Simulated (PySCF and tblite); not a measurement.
The numbers below are computed, except where a source is named.
Molecule: C₆H₁₂O, numbered as in [CH3:1][C:2]1([CH3:3])[CH2:4][CH2:5][O:6][CH2:7]1; H are named by their carrier, a and b as at the first point (Å):

```
C1      -1.300    0.349    1.090
C2      -0.340   -0.194    0.032
C3      -0.835   -1.552   -0.465
C4       1.103   -0.289    0.575
C5       1.820    0.867   -0.127
O6       1.190    0.980   -1.382
C7      -0.190    0.806   -1.145
H1a     -1.398   -0.359    1.910
H1b     -2.286    0.512    0.659
H1c     -0.939    1.293    1.492
H3a     -0.843   -2.275    0.349
H3b     -1.845   -1.469   -0.859
H3c     -0.187   -1.926   -1.254
H4a      1.556   -1.236    0.283
H4b      1.147   -0.201    1.658
H5a      1.698    1.801    0.444
H5b      2.881    0.690   -0.299
H7a     -0.639    0.447   -2.072
H7b     -0.647    1.772   -0.880
```

The ring 2–4–5–6–7 is held at Altona–Sundaralingam phase angles P (ν_j = ν_max cos(P + 144°(j − 2)), ν_j about the bond from ring atom j to j + 1, counted from 0) and the rest relaxed at GFN2-xTB. Energies: PBE0/pcSseg-1 + D3(BJ). Couplings: B3LYP/6-31G* with H pcJ-1, gas phase, for ¹H. Programs: tblite and PySCF.

(1) How do the most sensitive couplings change along the phase angle P?

(2) Set ³J(H4b,H5b) against its H–C–C–H torsion.

(3) With the energies 0.83, 0.00, 0.97, 0.33, 0.41 kcal/mol at these points, what are the Boltzmann averages at 298 K?

Answers

(1) 
```csv
phase angle P °,"³J(H4b,H5b)","³J(H4a,H5a)","³J(H4b,H5a)","³J(H4a,H5b)","⁴J(H5a,H7b)"
0,0.2,11.2,6.5,8.7,0.3
72,8.6,2.1,12.2,9.4,0.2
144,11.8,0.1,8.4,5.3,-1.2
216,7.4,2.8,10.6,10.9,-0.4
288,0.3,11.5,6.7,10.1,-0.9
```
Values in Hz.

(2) 89°: 0.2 Hz, 91°: 0.3 Hz, 133°: 7.4 Hz, 137°: 8.6 Hz, 160°: 11.8 Hz.

(3) ³J(H4b,H5b) 6.1, ³J(H4a,H5a) 4.9, ³J(H4b,H5a) 9.9, ³J(H4a,H5b) 9.5, ⁴J(H5a,H7b) -0.3 Hz, over these points alone; points not sampled, such as mirror images that interchange a and b, would even out couplings that symmetry makes equal.
